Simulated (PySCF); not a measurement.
## Orbital energies, ionisation energy and electron affinity

Compound: C₂H₂F₂Se.
Structure used (PBE0-D3(BJ)/def2-SVP), in Å, numbered top down from 1:
```
atom  x, y, z in Å
F1    -1.444    0.538    0.693
C2    -0.624   -0.208   -0.077
F3    -1.008   -0.049   -1.362
C4     0.780    0.301    0.079
Se5    2.129   -0.679    0.583
H6    -0.724   -1.269    0.205
H7     0.888    1.370   -0.157
```

Level: CAM-B3LYP/def2-SVPD (PySCF). Frontier orbitals with their largest atomic shares (Löwdin; up to four atoms above 4 %):

| orbital | ε (eV) | main atoms |
| --- | --- | --- |
| HOMO−3 | -12.71 | Se5 44 %, C4 24 %, C2 8 %, F1 6 % |
| HOMO−2 | -12.02 | F3 23 %, F1 23 %, C2 17 %, C4 16 % |
| HOMO−1 | -10.39 | Se5 48 %, C4 39 % |
| HOMO | -8.36 | ? |
| LUMO | -2.28 | Se5 48 %, C4 39 % |
| LUMO+1 | 1.05 | Se5 87 %, C4 5 % |
| LUMO+2 | 1.22 | Se5 67 %, C4 10 %, C2 9 %, H7 5 % |

Task: What vertical ionisation energy does ΔSCF give, and how far is −ε(HOMO) from it?

Result: ΔSCF: 9.45 eV (912 kJ/mol; threshold wavelength 131 nm); ⟨S²⟩ of the doublet left behind is 0.770, against 0.75 for a pure doublet. −ε(HOMO) is 8.36 eV, 1.09 eV below it. In exact Kohn–Sham theory the two would be equal; CAM-B3LYP (range-separated hybrid) falls short of its own ΔSCF value by 12 %. Holes in the HOMO−1 and HOMO−2 were tried too where these lie within 1.2 eV of the HOMO; the lowest converged state counts.

Task: On which atoms does the HOMO lie?

Result: Se5 (selenium bonded to C) 78 %, C4 (carbon bonded to C, Se and H) 15 %, so more than half of it is on one atom. The HOMO−1 lies 2.03 eV lower.

Task: And the vertical electron affinity, the fundamental gap, Mulliken's electronegativity and the hardness (with the factor ½)?

Result: EA = 1.42 eV by ΔSCF (−ε(LUMO) = 2.28 eV). IE − EA = 8.03 eV against an orbital gap of 6.08 eV; (IE + EA)/2 = 5.43 eV; (IE − EA)/2 = 4.01 eV. Parr's electrophilicity index (IE + EA)²/[8(IE − EA)] is 1.84 eV.

Task: With α = 54.5 au, estimate the like-pair dispersion coefficient by London's formula C6 = (3/4)α²I.

Result: I = 0.3473 Eh, so C6 ≈ 774 au, a rough estimate.

Task: Shift the occupied levels rigidly so that −ε(HOMO) equals the ΔSCF value. What binding energies result?

Result: The shift is +1.09 eV: HOMO 9.45, HOMO−1 11.48, HOMO−2 13.11, HOMO−3 13.80 eV. A rigid shift is only a rough guide to the deeper ionisations.

Task: What total energies stand behind the ΔSCF value?

Result: E(N) = -2678.16724 Eh and E(N − 1) = -2677.81997 Eh at the same geometry, 0.34727 Eh apart. With one more electron, E(N + 1) = -2678.21941 Eh.

Task: How many of the 10 lowest singlet excitations (vertical TDDFT, same level) lie below the ionisation energy?

Result: All 10; they run from 1.89 to 8.24 eV.

The structure is a single PBE0-D3(BJ)/def2-SVP conformer in the gas phase; no vibrational or solvent corrections. The calculation is non-relativistic, for selenium too.

These values come from a run that also computed excited states and ΔSCF ions. The run took 36 s wall on one thread, Arm Neoverse V1, shared host.
